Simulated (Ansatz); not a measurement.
**Two structures, one formula**

The two ends of one reaction step of Si₂H₆ClOF₃, singlet (PBE0-D4/def2-TZVP).

A:

```tsv
atom	x (Å)	y (Å)	z (Å)
Si1	-1.9488	0.6657	0.6071
Si2	1.9090	-1.4393	0.1193
F3	-3.4521	1.1077	0.4952
F4	-1.8388	-0.8363	0.1839
Cl5	-1.3517	0.9284	2.5056
H6	0.1348	0.8477	-1.5800
O7	-1.0368	1.4978	-0.4505
H8	1.2531	-0.2517	0.7268
F9	0.8264	0.5587	-2.1371
H10	2.3294	-2.3429	1.2235
H11	0.9485	-2.1536	-0.7540
H12	3.1049	-1.0141	-0.6455
H13	-0.8779	2.4318	-0.2944
```

B:

```xyz
13
angstrom
Si -0.9450 -0.4104 1.0930
Si 0.5128 -1.7400 -0.1446
F -2.2565 0.0898 0.3523
F -1.4881 -1.2079 2.3560
Cl -0.0636 1.2640 1.9492
H 0.4253 1.4457 -1.4258
O -0.1962 0.7062 -1.4510
H 1.1235 2.2694 0.4373
F 1.5008 2.6142 -0.3456
H 0.8331 -2.9219 0.7014
H -0.1599 -2.1916 -1.3835
H 1.7567 -0.9853 -0.4157
H -1.0430 1.0680 -1.7230
```

Ansatz 0.2.0; basis: def2-TZVPP; cores frozen in the correlated methods. B3LYP uses VWN-RPA correlation.

(1) Which structure is lower at CCSD(T), and by how much? (Judge from chemistry; the value comes from the calculation.)

No T1 diagnostic of these runs exceeds 0.012.

Results:

(1) By the calculation: A, by 25.35 kcal/mol (electronic energy, against the other). By their contacts, A is a complex of SiHClOF₂ ([OH][Si]([F])([F])[Cl]) + SiH₄ + HF and B is a complex of Si₂H₃ClF₂ ([F][Si]([F])([SiH3])[Cl]) + H₂O + HF.

All methods give the same order:

| method | E(B) − E(A) (kcal/mol) |
| --- | --- |
| SPW92 | 16.14 |
| PBE-D4 | 17.22 |
| BLYP-D4 | 20.49 |
| r2SCAN-D4 | 22.92 |
| B97M-V | 24.37 |
| PBE0-D4 | 20.16 |
| B3LYP-D4 | 22.67 |
| r2SCAN0-D4 | 24.17 |
| BHLYP-D4 | 25.49 |
| CAM-B3LYP-D4 | 24.43 |
| wB97X-V | 23.03 |
| wB97M-V | 23.68 |
| B2PLYP | 25.43 |
| PBE-QIDH | 24.08 |
| RPA on PBE | 25.89 |
| HF | 33.41 |
| MP2 | 26.18 |
| CCSD | 26.60 |
| CCSD(T) | 25.35 |

Labels in which every atom is bracketed show which atoms are joined, not bond orders.

For scale, one of the runs: CCSD(T)/def2-TZVPP, 334 basis functions, launched by `ansatz run in.yaml --threads 4 --pin off --events-out ev --progress --plain --max-ram 66560MiB --backend cuda --devices 0, --max-vram 37GiB`. The run took 16 s on 4 CPU threads of an AMD EPYC 7R13 and a share of one NVIDIA H100 (shared host), with 0.84 GiB of host memory at its peak.
